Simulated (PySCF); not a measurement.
# Absolute configuration from chiroptical data

The calculation used PySCF, TDDFT wB97X-D/def2-SVPD circular dichroism and optical rotation, one conformer, gas phase. Geometry: GFN2-xTB.

Values for one enantiomer of C₂H₁₀OSi₃, R in 10⁻⁴⁰ esu² cm² (velocity form):
| λ (nm) | f | R |
| --- | --- | --- |
| 185 | 0.065 | -12.4 |
| 185 | 0.005 | -11.9 |
| 178 | 0.0002 | +6.3 |
| 161 | 0.001 | +8.2 |
| 158 | 0.021 | -14.8 |
| 153 | 0.006 | -16.2 |
| 153 | 0.024 | +21.5 |
| 152 | 0.015 | -16.3 |
| 150 | 0.041 | -29.5 |
| 149 | 0.022 | +20.1 |
| 147 | 0.066 | +11.3 |
| 145 | 0.067 | +13.2 |

[α] at 589.3 nm: -37 deg dm⁻¹ (g/mL)⁻¹ (origin-invariant length gauge).

Question: Which structure gives these signs?
A. C[Si@@H]1O[SiH2][C@@H]1[SiH3]
B. C[Si@H]1O[SiH2][C@H]1[SiH3]

Answer: B. Its CIP labels in SMILES order are R, R; the other enantiomer gives every sign reversed.

Geometry of C[Si@H]1O[SiH2][C@H]1[SiH3] as run:
```xyz
16

C    -2.142   -0.735    0.402
Si   -0.980    0.369   -0.590
O    -0.781    1.859    0.136
Si    0.872    1.897    0.295
C     0.917    0.106   -0.394
Si    1.537   -1.280    0.727
H    -3.115   -0.268    0.514
H    -1.753   -0.938    1.395
H    -2.285   -1.683   -0.103
H    -1.430    0.614   -1.960
H     1.399    2.926   -0.592
H     1.185    2.094    1.701
H     1.432    0.030   -1.351
H     3.002   -1.229    0.817
H     1.148   -2.585    0.176
H     0.988   -1.168    2.083
```
